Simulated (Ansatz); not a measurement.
`[GeH3][GeH2][SiH2][GeH2][GeH3]` + H₂Te → `[GeH3][TeH]` + `[GeH3][SiH2][GeH2][GeH3]`  (cleavage of the Ge–Ge bond)

Computed with Ansatz on PBE0-D4/def2-TZVP structures; ΔE is electronic, products minus reactants. CCSD(T)/CBS adds triple-zeta CCSD(T) − MP2 to the extrapolated MP2 energy (def2 sets, frozen cores). Functionals use def2-TZVPP. def2 core potentials past Kr. For Ge, Te outer-core shells are correlated without core-valence functions, which leaves a few kJ/mol of doubt a bond. Scalar relativity is left out up to krypton. Each species was taken in one conformer, which may not be the lowest.

| level | ΔE (kJ/mol) |
| --- | --- |
| BLYP-D4 | -20.9 |
| PBE | -26.6 |

Question: What does CCSD(T)/CBS give? (Best estimate.)

Answer: Computed: -23.1 kJ/mol. The listed levels differ from it by 2.2, -3.5 kJ/mol.

Largest T1 diagnostic among the species: 0.012.

In def2-TZVPP, CCSD(T) changes the Hartree–Fock value by +22.5 kJ/mol (the triples alone add +1.7 kJ/mol) and MP2 by +18.1 kJ/mol. Leaving LDA and LC-ωPBE aside and taking each functional with its dispersion term where it has one, the values, not all of them listed here, spread over 7.6 kJ/mol, from B2PLYP to BLYP-D4. LDA lies +7.3 kJ/mol from PBE without D4.
